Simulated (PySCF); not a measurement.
Chain-length series, n-germane H/H (end groups after the name). Gas-phase values, no solvent. One relaxed conformer stands for each flexible species; it need not be the lowest. Strings in code marks are SMILES.

These are PBE-D3(BJ)/def2-TZVP // PBE0-D3(BJ)/def2-SVP in PySCF values and carry that method's errors. Delta-SCF ions had no search for a lower state. Excitations are Tamm–Dancoff values on a coarser integration grid. The basis has no diffuse functions, so Rydberg states are missing or too high.

```csv
species,S1 oscillator strength,S1 excitation (TDA) (eV),vertical ionisation energy (Delta-SCF) (eV),brightest of the four lowest singlets (TDA) (eV),LUMO (eV)
n = 2 (`[GeH3][GeH3]`),0.000,7.29,10.12,7.39,-0.50
n = 3 (`[GeH3][GeH2][GeH3]`),0.330,6.54,9.42,6.54,-0.88
n = 6 (`[GeH2]([GeH2][GeH2][GeH2][GeH3])[GeH3]`),1.84,5.24,8.18,5.24,-1.61
```
